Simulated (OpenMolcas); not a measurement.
O I: effect of the level shift or regulariser

```json
{
  "Program": "OpenMolcas 26.06",
  "Basis": "ANO-L-VTZP [4s3p2d1f]",
  "Scalar Hamiltonian": "non-relativistic, point nucleus",
  "Active space": "4 electrons in 3 orbitals (2p)",
  "State averaging": "2S+1 = 3 even, 3 roots; 2S+1 = 1 even, 6 roots",
  "Spin-orbit coupling": "state interaction with AMFI integrals over the reference wave functions, term energies averaged over their components"
}
```

Methods on the same reference wave functions:
A. CASSCF
B. SS-CASPT2, IPEA 0.25 Eh, imaginary shift 0.1 Eh (closed shells correlated: 1s 2s)
C. SS-CASPT2, IPEA 0.25 Eh, real shift 0.2 Eh (closed shells correlated: 1s 2s)

Energies in cm-1 above 2s2 2p4 3P2, the measured ground level; measured values from NIST Handbook of Basic Atomic Spectroscopic Data.

| Level | A | B | C | Measured |
| --- | --- | --- | --- | --- |
| 2s2 2p4 3P2 | 0.0 | 0.0 | 0.0 | 0.0 |
| 2s2 2p4 3P1 | 149 | 149 | 149 | 158 |
| 2s2 2p4 3P0 | 222 | 222 | 222 | 227 |
| 2s2 2p4 1D2 | 17712 | 15850 | 15850 | 15868 |
| 2s2 2p4 1S0 | 43904 | 35940 | 36010 | 33793 |

Deviations, from unrounded energies. A percentage is the sum of absolute deviations over the sum of measured energies, with the sign that they share, or ± where signs differ.

```csv
Against measurement,Levels,A,B,C
mean absolute deviation (cm-1),4,3000,550,560
fine structure of the ground term (%),2,-3.8,-3.8,-3.8
other terms of the ground configuration (%),2,+24.1,±4.4,±4.5
```

B, C lie about equally close to measurement and A furthest from it. The largest miss of B in the table is 2s2 2p4 1S0, by +2100 cm-1. The ranking rests on the paired levels alone, and a cruder setting can come out closer through cancelling errors.

Between B and C the level of the table that moves most is 2s2 2p4 1S0, by 68 cm-1 (lowest in B, highest in C). Moves below CASPT2's spread within the term are not significant.

The mean deviations of B to C differ by less than CASPT2's widest spread within a term (140 cm-1), so their order carries little weight.

From A to B the spin-free energies of the other terms of 2s2 2p4 shown, above 3P, scale by factors of 0.82 to 0.89.

The lowest spin-free term lies below A's lowest term by 0.154 hartree in B, 0.154 hartree in C.

CASPT2 does not keep the components of a term degenerate, so their means are used; among the terms shown or strongly mixed into the levels shown the widest spread is 140 cm-1 (2s2 2p4 1D, B). With the s shell closed, the reference lacks s² → p² mixing. Without dynamic correlation excited terms often stand tens of per cent too high (terms of higher spin than the ground term too low), and those without a measured partner can miss by more than the paired ones (holds for A). Computed and measured levels are paired by configuration, term and J; levels that our copy of the source lacks, or whose pairing is in doubt (as where it misses far off the trend of its configuration), stay unpaired and out of the deviations. Only configurations of the active space appear.
